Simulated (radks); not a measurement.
Problem. The mean radii <r> (bohr) of the occupied orbitals of an atom or ion are listed with their occupations. Calculated with a radial shooting solver on a logarithmic mesh with Libxc functionals: Dirac Kohn-Sham, BLYP, spin-unpolarised, spherical densities, finite nucleus; Fermi nuclear charge, rms radius of each element as measured or else 0.836 A^(1/3) + 0.57 fm.

orbital      occ.      <r>
1s1/2           2  0.02457
2s1/2           2   0.1047
2p1/2           2  0.08793
2p3/2           4  0.09414
3s1/2           2   0.2783
3p1/2           2   0.2681
3p3/2           4   0.2802
3d3/2           4   0.2513
3d5/2           6   0.2551
4s1/2           2   0.6386
4p1/2           2   0.6579
4p3/2           4   0.6856
4d3/2           4   0.7439
4d5/2           6   0.7539
5s1/2           2    1.542
5p1/2           2    1.739
5p3/2           4    1.823
4f5/2    0.857143    1.219
4f7/2     1.14286    1.237

Name the element and its charge. Open shells, if any, are shared by 2j + 1.

Solution. Z = 58, cerium, charge +2: Ce2+ in [Xe] 4f2. The 1s radius gives Z: for a bare nucleus <r> = (2 gamma + 1)/(2Z) with gamma = sqrt(1 - (Z/c)^2), 0.02424 bohr for Z = 58, and screening makes it slightly larger (0.02457 here). The occupations add up to 56, and the charge is Z minus that.
